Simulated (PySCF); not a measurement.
H3O3Si, SMILES O[Si](O)O (connectivity only; charge and spin as stated), charge +1, multiplicity 1.

Geometry: TPSSh-D3(BJ)/def2-SVP. The multiplicity is an assumed one; other spin states were not compared. The isomer is the one that the SMILES or the coordinates give; other isomers of the formula were not compared. The values are those of a single conformer.

The numbers are results of TDDFT-PBE0/def2-SVPD in PySCF, not measurements.

Vertical excitations.  State labels are in the subgroup Cs.

| state | symmetry | energy (eV) | λ (nm) | f | main pairs |
|---|---|---|---|---|---|
| S1 | A" | 7.59 | 163 | 0.000 | HOMO→LUMO 99 % |
| S2 | A" | 7.81 | 159 | 0.000 | HOMO−2→LUMO 99 % |
| S3 | A' | 7.97 | 156 | 0.015 | HOMO−1→LUMO 92 % |
| S4 | A' | 8.61 | 144 | 0.020 | HOMO−3→LUMO 77 % |
| S5 | A" | 8.71 | 142 | 0.000 | HOMO−1→LUMO+1 99 % |
| S6 | A' | 9.30 | 133 | 0.140 | HOMO→LUMO+1 73 % |
| S7 | A" | 9.32 | 133 | 0.045 | HOMO−3→LUMO+1 53 %, HOMO−4→LUMO 45 % |
| S8 | A' | 9.48 | 131 | 0.010 | HOMO−5→LUMO 82 % |
| S9 | A" | 9.50 | 130 | 0.103 | HOMO−4→LUMO 51 %, HOMO−3→LUMO+1 45 % |
| S10 | A' | 9.61 | 129 | 0.174 | HOMO−2→LUMO+1 68 %, HOMO−3→LUMO 14 % |
| T1 | A" | 7.18 | 173 | 0 | HOMO→LUMO 96 % |
| T2 | A" | 7.37 | 168 | 0 | HOMO−2→LUMO 96 % |
| T3 | A' | 7.43 | 167 | 0 | HOMO−1→LUMO 95 % |
| T4 | A' | 7.85 | 158 | 0 | HOMO→LUMO+1 90 % |
Triplets are in the Tamm–Dancoff approximation, which puts them higher than full response would, so one can lie above its singlet here.
